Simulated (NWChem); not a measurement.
System: C₄H₄O₂; SMILES c1(cocc1)O

```xyz
10

O     -0.1133    -2.0660     0.0000
C     -0.0317    -0.7208     0.0000
C      1.1426     0.0992     0.0000
C      0.6863     1.3853     0.0000
O     -0.6518     1.4154     0.0000
C     -1.0982     0.1354     0.0000
H      0.7748    -2.4340     0.0000
H      2.1817    -0.2257     0.0000
H      1.1945     2.3465     0.0000
H     -2.1719    -0.0213     0.0000
```
Atoms are numbered in this order, from 1.

Level: PBE0/def2-SVP (NWChem), optimised geometry, unscaled harmonic frequencies. 

**Question.** List the harmonic frequencies with IR intensities, and the thermochemistry.

**Answer.** 
```tsv
frequency (cm⁻¹)	IR intensity (km/mol)
204	108.2
332	4.9
411	5.2
629	19.1
645	3.7
682	3.2
719	3.0
771	78.6
852	0.1
889	28.4
1004	28.1
1079	0.2
1107	20.8
1178	97.6
1268	28.1
1308	5.3
1353	66.7
1486	102.7
1570	12.9
1721	85.8
3267	0.1
3302	0.5
3321	2.3
3915	93.1
```

The zero-point energy is 47.2 kcal/mol and the thermal correction to the enthalpy at 298.15 K (with zero-point energy) comes out as 50.9 kcal/mol. The heat capacity Cv is 18.0 cal/(mol K) and the entropy at 298.15 K and 1 atm (symmetry number 1) is 71.5 cal/(mol K). The dipole moment is 2.03 D.

Rigid rotor and harmonic oscillator.
